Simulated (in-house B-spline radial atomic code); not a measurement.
RPA and G0W0 for neutral palladium, [Kr] 4d10, as one setting changes: the radius of a hard wall (bohr). Start: PBE. A dash marks a level of low quasi-particle weight. Computed with an all-electron radial atomic-structure program (B-spline basis): all electrons, scalar-relativistic (spin-free one-electron X2C), finite nucleus, each spin shell either full or empty, empty states to l = 9 with an (l + 1/2)⁻⁴ tail; G0W0 by contour deformation at full frequency.

| radius of a hard wall (bohr) | mean-field level (eV) | G0W0 level (eV) | RPA correlation (Eh) |
| --- | --- | --- | --- |
| 2 | 48.94 | 4d 38.18 | -3.581 |
| 2.5 | 20.904 | 4d 11.861 | -3.5662 |
| 3 | 9.194 | 4d 1.347 | -3.5778 |
| 3.5 | ? | ? | ? |
| 4 | ? | ? | ? |
| 5 | -2.401 | 4d -8.002 | -3.6124 |
| 6 | -3.409 | - | -3.6167 |
| 8 | -3.950 | - | -3.6182 |
| 12 | -4.046 | - | -3.6176 |

Task: What belongs in the row for 3.5?

Result: mean-field level (eV): 3.473; G0W0 level (eV): -; RPA correlation (Eh): -3.591.

Task: What belongs in the row for 4?

Result: mean-field level (eV): 0.390; G0W0 level (eV): -; RPA correlation (Eh): -3.6011.
